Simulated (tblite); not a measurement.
Isomers of C4H9NO2Si. Level: GFN2-xTB in tblite, geometry and Hessian alike; calculated harmonic values, unscaled, isolated species. Against measured fundamentals such values can be off by several per cent, at times by over 20. Modes of hydrogen on silicon can be 10 to 20 % off. One conformer each.

Electronic energies: GFN2-xTB at the same geometries; isomer energies are rough at this level and their order can be wrong.

```tsv
SMILES	electronic energy, lowest = 0 (kcal/mol)
C=NC(=C)O[SiH2]OC	6.0
CO[SiH2]OCCC#N	0.0
[H]/N=C\[SiH]1OCCCO1	5.3
```

How do GFN2-xTB zero-point energies change the relative energies?

```tsv
SMILES	ZPE (kcal/mol)	of it from modes above 1550 cm⁻¹	electronic (kcal/mol)	with ZPE, lowest = 0 (kcal/mol)	lowest mode (cm⁻¹)	rings
CO[SiH2]OCCC#N	78.9	39.5	0.0	0.0	21	0
[H]/N=C\[SiH]1OCCCO1	82.3	39.8	5.3	8.7	30	1
C=NC(=C)O[SiH2]OC	77.8	41.7	6.0	4.9	42	0
```

The zero-point energies span 4.5 kcal/mol, from `C=NC(=C)O[SiH2]OC` to `[H]/N=C\[SiH]1OCCCO1`. The lowest isomer stays, but the order above it changes.
